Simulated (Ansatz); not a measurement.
The cluster Zn₁₀O₁₀, relaxed as a singlet with RKS r2SCAN-D4/def2-SVP in Ansatz, starting from the GFN1-xTB geometry. Force threshold 0.03 eV/Å.

Single mean-field runs in def2-SVP are fitted with def2-universal-jkfit. The structure comes from a short search, and lower isomers may exist.

Start:

```csv
atom,x (Å),y (Å),z (Å)
Zn1,-3.299,1.444,-2.434
Zn2,-1.892,-1.936,-1.910
Zn3,2.494,-1.973,1.859
Zn4,0.799,-0.005,0.315
Zn5,2.333,-4.427,1.733
Zn6,2.142,1.607,1.922
Zn7,-1.878,3.769,-0.875
Zn8,-1.105,0.490,-1.164
Zn9,0.351,3.501,0.768
Zn10,-0.116,-3.168,-0.534
O11,3.353,-3.335,2.675
O12,-0.194,-1.161,-0.754
O13,1.217,-3.516,0.682
O14,-2.550,-0.164,-2.245
O15,2.168,-0.198,1.579
O16,-1.527,-3.624,-1.579
O17,-0.830,4.691,0.151
O18,-0.102,1.625,-0.102
O19,-3.129,3.098,-1.983
O20,1.764,3.281,1.899
```

Task: Estimate the energy that the relaxation releases and the steps that it takes.

Result: 1.45 eV, in 24 steps; 2.1 min on 2 threads of AMD EPYC 7R13 on a shared host and a share (18 GiB) of an NVIDIA H100 80GB HBM3. The force fell under the threshold at step 22, but the optimiser went on. No frequencies were taken in this run, so the end may be a saddle point.

Task: Does the start keep its bonding and symmetry?

Result: Bonds formed: Zn4–O13, Zn6–O18 (atoms count from 1). Metal–metal contacts that move far: Zn4–Zn10 3.40 to 2.78 Å.

Task: Predict the relaxed structure.

Result: 
```tsv
atom	x (Å)	y (Å)	z (Å)
Zn1	-2.853	1.445	-2.322
Zn2	-1.545	-1.593	-2.474
Zn3	3.334	-1.547	2.163
Zn4	0.994	-0.875	0.306
Zn5	1.376	-3.215	2.270
Zn6	2.323	1.448	1.006
Zn7	-2.609	3.226	-0.235
Zn8	-0.223	0.534	-1.527
Zn9	0.197	3.037	1.026
Zn10	-0.736	-2.911	-0.455
O11	2.978	-3.057	3.064
O12	0.243	-1.362	-1.439
O13	0.181	-2.538	1.135
O14	-1.598	0.279	-2.858
O15	2.813	-0.358	0.934
O16	-2.057	-3.147	-1.684
O17	-1.468	3.728	0.972
O18	0.454	1.091	0.103
O19	-3.759	2.705	-1.508
O20	1.956	3.110	1.522
```
Bond lengths (bridged metal pairs left out): 27 × O–Zn 1.74 to 2.17 Å.
